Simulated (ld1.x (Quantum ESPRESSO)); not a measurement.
Au (Z = 79), TM semilocal: configuration errors across variants

```
Element                 : Au (Z = 79)
Generator               : ld1.x (Quantum ESPRESSO) 7.5
Type                    : norm-conserving Troullier–Martins (semilocal form)
Functional              : LDA (PZ)
Relativity              : scalar-relativistic
Frozen core             : [Kr] 4d10 4f14 5s2
Valence charge          : 17
Reference configuration : 5p6 5d10 6s1 6p0
Partial waves           : 5p (bound): rc 1.40 bohr; 5d (bound): rc 1.35 bohr; 6s (bound): rc 1.90 bohr
Local potential         : the s channel
Core correction         : none
```

All-electron excitation energies from the reference (eV): (1) 5p6 5d10 6s0 6p0 9.774; (2) 5p6 5d9 6s0 6p0 31.275; (3) 5p6 5d8 6s0 6p0 65.442; (4) 5p6 5d10 6s0.5 6p0 3.947; (5) 5p5 5d10 6s1 6p0 66.401; (6) 5p6 5d7 6s0 6p0 113.441; (7) 5p6 5d10 6s0 6p1 5.398; (8) 5p6 5d10 6s1 6p0 spin -0.134; (9) 5p6 5d9 6s0 6p0 spin 31.134.

Spin tests fill each open shell by Hund’s rule, majority spin first.

In the semilocal form every listed channel keeps its own potential, so the choice of the local channel does not act on these tests. It acts once the file is put into the separable form.

A semilocal file is local in each channel, so a ghost entry of none says nothing of the separable form that plane-wave codes build from it.

3 further variants failed, have other tests or another functional or relativity, and are left out.

Errors AE − PS in meV (a dash: test not solved or not reliable):

| change | (1) | (2) | (3) | (4) | (5) | (6) | (7) | (8) | (9) | bound ghosts |
| --- | --- | --- | --- | --- | --- | --- | --- | --- | --- | --- |
| base | -9.3 | -1.2 | +13 | -2.7 | -104 | +33 | +61 | +0.5 | +22 | none |
| type RRKJ, which also changes the form from semilocal to separable; rho0 0.02 | -9.8 | -38 | -165 | -2.8 | -237 | -416 | -463 | +0.1 | -15 | none |
| wave 5d (bound): rc 1.35 bohr becomes 5d (bound): rc 1.92 bohr | -9.3 | -1.4 | +13 | -2.7 | -100 | +35 | +61 | +0.5 | +22 | none |
| core correction a·sin(br)/r model core inside 0.72 bohr | -10 | -5.0 | -3.4 | -2.9 | -124 | -14 | +60 | +0.1 | -2.9 | none |
| all radii scaled by about 1.14 (s 2.16, p 1.60, d 1.54 bohr) | -12 | +0.9 | +25 | -3.3 | -140 | +65 | +150 | +1.0 | +25 | none |
| local potential the p channel | -9.3 | -1.2 | +13 | -2.7 | -104 | +33 | +61 | +0.5 | +22 | none |
| wave 6s (bound): rc 1.90 bohr becomes 6s (bound): rc 1.96 bohr | -11 | -0.6 | +17 | -3.0 | -111 | +42 | +60 | +0.7 | +23 | none |
| core correction a·sin(br)/r model core inside 1.48 bohr | -9.9 | -4.8 | -1.6 | -2.8 | -108 | -5.3 | +61 | +0.1 | +11 | none |

(1) Give the same row for: wave 5p (bound): rc 1.40 bohr becomes 5p (bound): rc 1.94 bohr.

Results:

(1) -9.0, -1.1, +17, -2.6, -162, +51, +281, +0.5, +23; bound ghosts: none.
